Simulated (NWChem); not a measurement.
## Correlation energy of Hg

SMILES: [Hg]
```xyz
1

Hg     0.0000     0.0000     0.0000
```
Charge 0, spin multiplicity 1.

Everything below was run with NWChem.

Basis set: def2-SVP. Each correlation energy counts from its own Hartree-Fock reference.

| method | correlation energy (mHa) | difference from CCSD(T) |
|---|---|---|
| CCSD(T) | -286.5 | 0.0 |
| CR-CCSD[T] | -286.2 | +0.4 |
| SCS-MP2 | -269.6 | +16.9 |
| CCSDT | -286.4 | +0.1 |
| MP2 | -300.2 | -13.6 |
| CR-CCSD(T) | -285.8 | +0.7 |
| CCSD | -282.4 | +4.2 |
| CCSD+T(CCSD) | -287.0 | -0.5 |

The values span 30.6 mHa, from MP2 (lowest) to SCS-MP2 (highest). 

Effective core potentials replace the inner electrons of Hg; spin-orbit coupling is left out. The correlated methods keep 4 core orbitals frozen. Differences from the coupled-cluster row are differences between methods, not errors against experiment.
